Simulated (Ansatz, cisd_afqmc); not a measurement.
System: BH$_{3}$, charge 0, triplet. This triplet is an excited state, 3.8 eV above the singlet at CCSD(T)/cc-pV5Z (Ansatz, a program for electronic structure). BH3 (parent SMILES B, triplet).
B3LYP-D3(BJ)/def2-TZVP minimum from Ansatz:
```xyz
4

B      0.1196     0.2044     0.0574
H     -1.0397    -0.3250     0.1663
H     -0.1876    -0.9329     0.5557
H      0.6295     0.2360    -1.0091
```
Charge 0, spin multiplicity 3.

Total energies in cc-pVTZ, 6 correlated electrons, 1 frozen orbitals. Open shells are spin-unrestricted; no spin-orbit coupling. Cores are frozen in correlated methods. No relativity. AFQMC is phaseless with a CISD trial state; ± is one standard error, without the phaseless bias. Outlying blocks are dropped, and bars are widened where a walk drifts. Over all cases where full CI ran beside it in this data, AFQMC minus full CI had a median of +0.1 mEh and passed +0.4 mEh in a tenth of the cases. The spin of H3B (parent SMILES B, triplet) was assumed, and the state is the lowest solution found for it.

| method | program | energy (Eh) | minus CCSDT(Q) (mEh) |
|---|---|---|---|
| HF | Ansatz | -26.26986 | 127.73 |
| MP2 | Ansatz | -26.37356 | 24.03 |
| CCSD | Ansatz | -26.39365 | 3.94 |
| CCSD(T) | Ansatz | -26.39693 | 0.66 |
| CCSDT(Q) | Ansatz | -26.39759 | 0.00 |
| AFQMC/CISD | cisd_afqmc | -26.3974 ± 0.0002 | 0.2 ± 0.2 |

Rough core times of Ansatz's runs on a shared machine: CCSD(T) under 20 s, CCSDT(Q) 30 s.
